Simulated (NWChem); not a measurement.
# C4H5Cl; SMILES ClC1CCC=1

```xyz
10

Cl    -0.0010    -1.7739     0.0000
C     -0.0605    -0.0624     0.0000
C     -1.0597     0.8307     0.0000
C     -0.0954     1.9960     0.0000
C      1.0542     0.9432     0.0000
H     -2.1479     0.7535     0.0000
H     -0.1257     2.6372    -0.8962
H     -0.1257     2.6372     0.8962
H      1.6930     0.9418    -0.8973
H      1.6930     0.9418     0.8973
```
Atoms are numbered in this order, from 1.

Results from NWChem. Medium grid unless said otherwise, to which SCAN and Minnesota functionals are sensitive. Geometry: optimised at PBE0/def2-SVP. Total energies of different functionals are on different scales.

```json
[
 {"level": "PBE/def2-TZVP", "energy (Ha)": "-615.2543", "highest occupied level (eV)": "-5.90", "orbital gap (eV)": "5.01", "dipole (D)": "1.54", "relative time": "1"},
 {"level": "B3LYP/def2-TZVP", "energy (Ha)": "-615.6653", "highest occupied level (eV)": "-6.81", "orbital gap (eV)": "6.69", "dipole (D)": "1.58", "relative time": "1"},
 {"level": "Hartree-Fock/def2-TZVP", "energy (Ha)": "-613.8885", "highest occupied level (eV)": "-9.48", "orbital gap (eV)": "13.45", "dipole (D)": "1.75", "relative time": "1"},
 {"level": "BLYP/def2-TZVP", "energy (Ha)": "-615.5677", "highest occupied level (eV)": "-5.75", "orbital gap (eV)": "4.99", "dipole (D)": "1.50", "relative time": "1"},
 {"level": "CAM-B3LYP/def2-TZVP", "energy (Ha)": "-615.5683", "highest occupied level (eV)": "-8.32", "orbital gap (eV)": "9.58", "dipole (D)": "1.62", "relative time": "20"},
 {"level": "M06-2X/def2-TZVP", "energy (Ha)": "-615.5603", "highest occupied level (eV)": "-8.22", "orbital gap (eV)": "9.23", "dipole (D)": "1.68", "relative time": "1"}
]
```

Relative times are rough (shared machine, one core).
